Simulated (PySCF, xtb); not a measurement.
BHN, SMILES [B]=N, multiplicity 2.

The structure is a stationary point at PBE-D3(BJ)/def2-TZVPD. The isomer is the one that the SMILES or the coordinates give; other isomers of the formula were not compared.

Level of theory: IEF-PCM-ωB97X/def2-TZVPD in PySCF.

The values are the electrostatic part of the solvation free energy, E(continuum) − E(gas) at the gas-phase geometry, in a cavity of scaled van der Waals radii (PySCF's table); cavitation and dispersion terms are not included. The dipole moment in vacuum is 0.17 D.

Task: Estimate the values in water (ε = 78.36), acetone (ε = 20.49), dimethylsulfoxide (ε = 46.83). (Estimate from the structure and the level; the computed values follow.)

Result: 
```csv
solvent,ε,ΔG(elec) (kcal/mol),dipole (D)
water,78.36,-2.7,0.24
acetone,20.49,-2.5,0.24
dimethylsulfoxide,46.83,-2.6,0.24
```

For comparison, GFN2-xTB/ALPB(water) (xtb, at the GFN2-xTB geometry, all terms of that model) gives -3.7 kcal/mol.
